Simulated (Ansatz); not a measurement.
Program: Ansatz. Geometries: PBE0-D4/def2-TZVP. ΔE: electronic, gas phase. CCSD(T)/CBS adds triple-zeta CCSD(T) − MP2 to the extrapolated MP2 energy (def2 sets, frozen cores). This one scheme is used for every species. DFT in def2-TZVPP. def2 core potentials past Kr. For Sn outer-core shells are correlated without core-valence functions, which leaves a few kJ/mol of doubt a bond. Each species was taken in one conformer, which may not be the lowest.

Reaction (ligand exchange at the Sn–C bond): `F[CH2][SnH2][Cl]` + `N=C=O` → `O=C=[N][SnH2][Cl]` + `CF`

CCSD(T)/CBS gives -0.88 eV.

Q: Another level gave -0.92 eV. Which?
A. CCSD/def2-TZVPP
B. PBE-D4/def2-TZVPP
C. ωB97M-V/def2-TZVPP
D. HF/def2-TZVPP

A: A. CCSD/def2-TZVPP -0.92, ωB97M-V -0.83, PBE-D4 -0.71, HF/def2-TZVPP -1.12 eV.

Largest T1 diagnostic among the species: 0.018.

From PBE to PBE0 (25 % exact exchange), in def2-TZVPP and without D4, ΔE moves by −0.09 eV. In def2-TZVPP, CCSD(T) changes the Hartree–Fock value by +0.22 eV (the triples alone add +0.02 eV) and MP2 by +0.18 eV.
